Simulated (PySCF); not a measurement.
W(NH)(S)(SH)2 (H3NS3W), SMILES [NH]=[W](=[S])([SH])[SH], multiplicity 1.

The structure is a stationary point at B3LYP-D3(BJ)/def2-SVP. The multiplicity is an assumed one; no other spin state was optimised. The structure was generated by enumeration; whether it is a known compound was not checked. The def2 effective core potentials stand for the cores of W; spin–orbit coupling is left out. The values are those of a single conformer.

These are B3LYP/def2-TZVP run with PySCF values and carry that method's errors.

Isolated molecule, no solvent.

**Question.** Estimate the frontier levels, gap, dipole moment and polarisability. (An estimate is asked for; the answer gives what the named calculation found.)

**Answer.** 
The highest occupied level is -7.18 eV, the lowest empty level comes out as -2.82 eV and the orbital gap is 4.36 eV. The dipole moment is 1.56 D, the quadrupole, principal values (traceless, Buckingham form, about the centre of nuclear charge) is -8.65, -2.20, 10.84 D·Å and the mean static polarisability is 111.4 bohr³ (16.51 Å³). The polarisability, principal values is 96.3, 118.5, 119.5 bohr³.
